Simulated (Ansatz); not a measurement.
The same molecule with X = F, Br, I. Ansatz, PBE0-D4/def2-TZVP geometries, multiplicity 1.

Elements past krypton have def2 core potentials. Scalar relativity is left out up to krypton. Spin–orbit coupling is left out; it splits and shifts lone-pair levels of the heavy atoms by tenths of an eV.

| X | molecule | mean X–C bond length / Å | HOMO energy (ωB97M-V/def2-TZVPP) / eV | HOMO–LUMO gap (PBE0/def2-TZVPP) / eV | size of the dipole moment (B3LYP/def2-TZVPP) / D |
| --- | --- | --- | --- | --- | --- |
| F | `Fc1ccco1` | 1.308 | -8.82 | 6.97 | 1.61 |
| Br | `Brc1ccco1` | 1.850 | -8.72 | 6.56 | 1.55 |

(1) Give the row for X = I, `Ic1ccco1`. (An estimate is asked.)

Answers

(1) The calculation gave: 
```
X    molecule  mean X–C bond length / Å  HOMO energy (ωB97M-V/def2-TZVPP) / eV  HOMO–LUMO gap (PBE0/def2-TZVPP) / eV  size of the dipole moment (B3LYP/def2-TZVPP) / D
I  `Ic1ccco1`                     2.048                                  -8.57                                  5.79                                              1.32
```

From F to I the mean X–C bond length rises at each step, by 0.740 Å in all; the HOMO energy (ωB97M-V/def2-TZVPP) rises at each step, by 0.25 eV in all; the HOMO–LUMO gap (PBE0/def2-TZVPP) falls at each step, by 1.18 eV in all. Bonds lengthen as the atom grows down the group. Dipoles are sizes alone, and their direction can turn along the series.

B3LYP here is the variant with VWN-RPA as its local correlation; programs differ in this.

Positive LUMOs are unbound, so they and the gaps depend on the basis.
